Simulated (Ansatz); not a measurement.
Cartesian coordinates in Å:
```
C -1.392 0.229 0.366
N -0.089 -0.389 0.520
Si 1.255 -0.065 -0.433
Cl 1.012 -0.528 -2.409
Cl 2.802 -1.161 0.297
Cl 1.698 1.922 -0.383
H -1.865 0.371 1.340
H -2.064 -0.355 -0.270
H -1.277 1.217 -0.084
H -0.080 -1.242 1.057
```

Total charge 0; spin multiplicity 1.

(1) List the PBE/def2-TZVPP orbital energies in eV (the Gaussian-basis code of Ansatz). (Estimate.)

Results:

(1) The calculation gave: Occupied: -2739.27, -2739.18, -2739.08, -1782.20, -380.82, -270.00, -249.86, -249.76, -249.67, -190.55, -190.46, -190.39, -190.38, -190.36, -190.30, -190.28, -190.20, -190.19, -139.64, -96.43, -96.39, -96.34, -22.68, -21.29, -20.60, -20.43, -17.02, -13.71, -12.31, -11.25, -10.99, -10.33, -10.26, -9.48, -8.60, -8.57, -8.45, -8.04, -7.98, -7.62, -6.22. Lowest empty: -0.72, -0.25, 0.40, 0.72, 0.96, 1.35, 2.27, 2.38.
